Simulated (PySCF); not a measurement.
Zn(H)(SMe), CH4SZn, SMILES C[S][ZnH], singlet, PBE0/def2-SVP optimised geometry.

```
7

Zn     0.78    -1.11     0.00
H      2.32    -1.11     0.00
S     -1.39    -1.11     0.00
C     -1.73     0.43     0.95
H     -2.31     0.18     1.84
H     -2.32     1.11     0.32
H     -0.82     0.96     1.27
```

Density from PBE0/def2-TZVP in PySCF at that geometry.

Minimum of the electron density along straight lines between bonded atoms, close to the bond critical point (lines longer than 1.1 times the sum of covalent radii, or with two minima, are not listed):

```tsv
bond	length / Å	ρ at the minimum / e bohr⁻³	∇²ρ there / e bohr⁻⁵	position (fraction from the first atom)
Zn1–H2	1.539	0.115	___	0.62
Zn1–S3	2.178	0.095	___	0.45
S3–C4	1.835	0.171	___	0.53
C4–H5	1.099	0.275	-0.94	0.65
C4–H6	1.099	0.275	-0.94	0.65
C4–H7	1.099	0.274	-0.93	0.64
```

Q: Some entries are withheld; supply them.

A: 
- Zn1–H2, ∇²ρ there / e bohr⁻⁵: 0.14
- Zn1–S3, ∇²ρ there / e bohr⁻⁵: 0.20
- S3–C4, ∇²ρ there / e bohr⁻⁵: -0.26
